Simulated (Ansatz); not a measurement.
HOS, SMILES O[S], multiplicity 2.

Coordinates come from a PBE0-D3(BJ)/def2-TZVPD optimisation.

Two levels are set side by side: PBE/def2-TZVPD (Ansatz, a program for electronic structure) and CAM-B3LYP/def2-TZVPD (Ansatz). Energy differences of separate SCF runs at the same geometry; the states with an electron removed or added have multiplicity 3 and 1. Differences are taken from unrounded values.

```tsv
quantity	PBE
vertical ionisation energy (eV)	9.51
vertical electron affinity (eV)	1.25
```

**Question.** These are the PBE values. What does CAM-B3LYP give? (The exact figures need the calculation; the answer reports its results.)

**Answer.** 
| quantity | CAM-B3LYP | PBE minus CAM-B3LYP |
|---|---|---|
| vertical ionisation energy (eV) | 9.71 | -0.21 |
| vertical electron affinity (eV) | 1.34 | -0.09 |
